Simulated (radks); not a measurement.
The numbers below are computed, except where a source is named.
Q: Excited configurations of the ruthenium ion Ru2+: one electron is placed in a higher orbital outside [Kr] 4d5. The ground configuration is [Kr] 4d6. Code: a radial shooting solver on a logarithmic mesh with Libxc functionals. Model: scalar-relativistic Kohn-Sham, r2SCAN, spin-polarised, spherical densities, finite nucleus; open shells are filled with parallel spins first (spin-orbit coupling, left out, can overturn this in heavy ions); meta-GGA in the generalised Kohn-Sham scheme; Fermi nuclear charge, rms radius 4.4809 fm. Excitation = E - E(ground); binding = E(ion) - E, where the ion is the core of charge +3; n* = 3/sqrt(2 binding) in atomic units, and the quantum defect is n - n*.

outer orbital  excitation (eV)  binding (eV)     n*  quantum defect  eigenvalue (eV)  <r> (bohr)
4f                      19.430         8.112  3.885           0.115           -6.323       5.260
5s                       2.217        25.324  2.199           2.801          -21.817       2.602
5p                       8.759        18.783  2.553           2.447          -15.807       3.122
5f                      22.081         5.461  4.735           0.265           -4.466       9.125
6s                      15.797        11.745  3.229           2.771          -10.192       5.401
6p                      17.915         9.627  3.566           2.434           -8.301       6.263
6d                      20.859         6.683  4.281           1.719           -5.660       8.401
6f                      23.694         3.848  5.641           0.359           -3.234       14.06
7p                      21.636         5.906  4.553           2.447           -5.125       10.33
7d                      23.113         4.429  5.258           1.742           -3.804       13.17
7f                      24.709         2.833  6.575           0.425           -2.420       20.03

Estimate the row for 7s.

A: excitation (eV) 20.673; binding (eV) 6.869; n* 4.222; quantum defect 2.778; eigenvalue (eV) -5.992; <r> (bohr) 9.115. The Delta-SCF ionisation energy is 27.542 eV (NIST Atomic Spectra Database: 28.470 eV, semi-empirical). Self-interaction in the functional shifts the binding energies and quantum defects, so they are the method's values and not measured ones. Open shells are spherical and high-spin; term and fine-structure splittings are not resolved.
